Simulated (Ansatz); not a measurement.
**Question.** Predict a relaxed structure of SiH2Me(NHMe) (C₂H₉NSi), charge 0, singlet, at PBE-D4/def2-SVP (Ansatz).

**Answer.** 
```xyz
13

C    -2.1366   -0.5077    0.0036
C     1.9904    0.8097   -0.2979
N     0.5451    0.7041   -0.2027
Si   -0.2943   -0.7318    0.3368
H     0.2820   -1.8871   -0.4430
H    -0.1163   -1.0763    1.8057
H    -2.6984   -1.4164    0.3009
H    -2.3258   -0.3134   -1.0709
H    -2.5468    0.3416    0.5882
H     0.0888    1.5962    0.0096
H     2.5080    1.0524    0.6633
H     2.4125   -0.1538   -0.6543
H     2.2915    1.5824   -1.0392
```
 This is one stationary point.
